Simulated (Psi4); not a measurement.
Level of theory: SAPT0/jun-cc-pVDZ, frozen core (Psi4).

Psi4 input:

```
molecule {
0 1
Al -0.00021213 0.00023661 0.00001997
Br -1.80126626 -1.32686921 -0.06532406
Br -0.02694054 1.97742353 -1.04901272
Br 1.82841894 -0.65079094 1.11431681
--
0 1
F 0.84648089 -1.05047223 -2.00125532
H 1.17209046 -1.45439668 -2.76642416
units angstrom
symmetry c1
no_reorient
no_com
}
set basis jun-cc-pvdz
set scf_type df
set freeze_core true
energy('sapt0')
```

Part of the output:

```
    SAPT Results
  --------------------------------------------------------------------------------------------------------
    Electrostatics                -18.60322988 [mEh]     -11.67370299 [kcal/mol]     -48.84277333 [kJ/mol]
      Elst10,r                    -18.60322988 [mEh]     -11.67370299 [kcal/mol]     -48.84277333 [kJ/mol]

    Exchange                       21.98252265 [mEh]      13.79424122 [kcal/mol]      57.71510526 [kJ/mol]
      Exch10                       21.98252265 [mEh]      13.79424122 [kcal/mol]      57.71510526 [kJ/mol]
      Exch10(S^2)                  21.87389920 [mEh]      13.72607898 [kcal/mol]      57.42991444 [kJ/mol]

    Induction                      -7.46581429 [mEh]      -4.68486920 [kcal/mol]     -19.60149272 [kJ/mol]
      Ind20,r                     -15.36097393 [mEh]      -9.63915667 [kcal/mol]     -40.33023150 [kJ/mol]
      Exch-Ind20,r                 10.88995517 [mEh]       6.83355004 [kcal/mol]      28.59157336 [kJ/mol]
      delta HF,r (2)               -2.99479553 [mEh]      -1.87926257 [kcal/mol]      -7.86283458 [kJ/mol]

    Dispersion                     -4.12135762 [mEh]      -2.58619095 [kcal/mol]     -10.82062295 [kJ/mol]
      Disp20                       -5.26506227 [mEh]      -3.30387645 [kcal/mol]     -13.82341908 [kJ/mol]
      Exch-Disp20                   1.14370464 [mEh]       0.71768550 [kcal/mol]       3.00279613 [kJ/mol]
      Disp20 (SS)                  -2.63253113 [mEh]      -1.65193823 [kcal/mol]      -6.91170954 [kJ/mol]
      Disp20 (OS)                  -2.63253113 [mEh]      -1.65193823 [kcal/mol]      -6.91170954 [kJ/mol]
      Exch-Disp20 (SS)              0.59072472 [mEh]       0.37068536 [kcal/mol]       1.55094754 [kJ/mol]
      Exch-Disp20 (OS)              0.55297992 [mEh]       0.34700014 [kcal/mol]       1.45184859 [kJ/mol]

  Total HF                         -4.08652152 [mEh]      -2.56433097 [kcal/mol]     -10.72916078 [kJ/mol]
  Total SAPT0                      -8.20787915 [mEh]      -5.15052192 [kcal/mol]     -21.54978373 [kJ/mol]
```
